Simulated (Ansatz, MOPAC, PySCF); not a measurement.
System: tin monoxide, SnO (charge 0, singlet). SMILES: [O]=[Sn]
Geometry from a B3LYP-D3(BJ)/def2-TZVP (Ansatz, a program for electronic structure) optimisation:
```xyz
2

Sn     0.0000     0.0000    -0.2526
O      0.0000     0.0000     1.5791
```

Property: vertical electron affinity to the doublet, in eV. Set-up: six Cartesian d functions in 6-31G* and its kin unless marked 5d; each state is the SCF solution reached for its charge and spin; UHF or UKS for open shells; def2 sets with scalar-relativistic core potentials past Kr; spin-orbit terms left out; LANL2DZ with its own core potentials from Na on; PM7 with its own dispersion and hydrogen-bond terms; STO-3G and 3-21G all-electron and non-relativistic. Ab initio and DFT rows: single points at B3LYP-D3(BJ) geometries (Ansatz). Semi-empirical rows: differences of heats of formation at the shared geometry for vertical values.

```csv
level,program,vertical electron affinity to the doublet (eV)
PM3,MOPAC,1.45
PM6,MOPAC,0.64
PM7,MOPAC,0.90
MNDO,MOPAC,0.38
PBE/6-31G* with LANL2DZ past Ar,Ansatz,-0.20
B3LYP/STO-3G,Ansatz,-5.25
B3LYP/3-21G,Ansatz,-0.33
B3LYP/6-31G* with LANL2DZ past Ar,Ansatz,-0.13
M06-2X/6-31G* with LANL2DZ past Ar (5d),PySCF,-0.22
B3LYP/def2-TZVPD,Ansatz,0.52
wB97X-V/def2-TZVPD,Ansatz,0.46
```

No value to compare with is used here. The 9 habitual levels span -5.25 (B3LYP/STO-3G) to 1.45 eV (PM3); wB97X-V/def2-TZVPD gives 0.46.

The levels are drawn from those run, B3LYP/6-31G* more often than the rest, none by its result; runs whose electronic state is in doubt are left out.
